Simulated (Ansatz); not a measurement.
Reaction (ligand exchange at a B–Cl bond): `NB(Cl)Br` + H₂S → `NB(S)Br` + HCl

Gas-phase electronic energies from Ansatz, PBE0-D4/def2-TZVP geometries. CCSD(T)/CBS adds triple-zeta CCSD(T) − MP2 to the extrapolated MP2 energy (def2 sets, frozen cores). This one scheme is used for every species. DFT in def2-TZVPP. B3LYP here is the variant with VWN-RPA as its local correlation; programs differ in this. For Br outer-core shells are correlated without core-valence functions, which leaves a few kJ/mol of doubt a bond. Scalar relativity is left out up to krypton. Each species was taken in one conformer, which may not be the lowest.

```csv
level,ΔE (kcal/mol)
PBE-D4,4.3
PBE0-D4,4.4
B2PLYP,5.3
r2SCAN,4.9
B3LYP,5.6
HF/def2-TZVPP,6.5
SCS-MP2/def2-TZVPP,5.0
CCSD/def2-TZVPP,5.0
```

(1) What does CCSD(T)/CBS give? (An estimate is asked.)

Largest T1 diagnostic among the species: 0.010.

## Answers

(1) Ansatz gave: +4.6 kcal/mol. The listed levels differ from it by -0.3, -0.2, 0.7, 0.3, 1.0, 1.9, 0.4, 0.4 kcal/mol.

In def2-TZVPP, CCSD(T) changes the Hartree–Fock value by −1.8 kcal/mol (the triples alone add −0.3 kcal/mol) and MP2 by −1.9 kcal/mol.
